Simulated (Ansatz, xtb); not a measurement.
# CH3AlF2Se: where a starting geometry ends

The starting geometry of this gas-phase singlet was built from a drawn formula by distance geometry and a force field; its bonds are those of `[F][AlH][CH2][Se]F`.

```xyz
8

C     0.6253    1.1511   -0.8266
Al   -1.3319    0.7452   -0.7763
F    -1.8770   -0.9694   -0.8588
F     3.0163    1.0343   -2.0521
Se    1.3497    0.4742   -2.5123
H    -2.3741    1.9891   -0.6389
H     0.7968    2.2331   -0.7648
H     1.1353    0.5995    0.0040
```

Predict what it relaxes into with r2SCAN-D4/def2-SVP.

It keeps its bonds, and is `[F][AlH][CH2][Se]F`.

The energy falls by 0.41 eV over 22 steps:

| step | E − E(last) (eV) |
| --- | --- |
| 1 | 0.408 |
| 3 | 0.065 |
| 6 | 0.032 |
| 8 | 0.026 |
| 10 | 0.019 |
| 13 | 0.013 |
| 15 | 0.008 |
| 17 | 0.003 |
| 20 | 0.000 |
| 22 | 0.000 |

Final geometry (Å):

```xyz
8

C     0.5783    1.2248   -0.9028
Al   -1.3166    0.7642   -0.7380
F    -1.8395   -0.5145   -1.6707
F     3.0976    0.7809   -2.0221
Se    1.4591    0.0696   -2.1470
H    -2.3452    1.5089    0.1923
H     0.6580    2.2777   -1.2323
H     1.0488    1.1454    0.0950
```

From the same start GFN2-xTB ends elsewhere, differing in Al2–Se5 (2.58 against 3.19 Å here).

The end wasn't checked by frequencies. Run with Ansatz 0.2.0, 63 s on 2 threads of Arm Neoverse V2 (shared host).
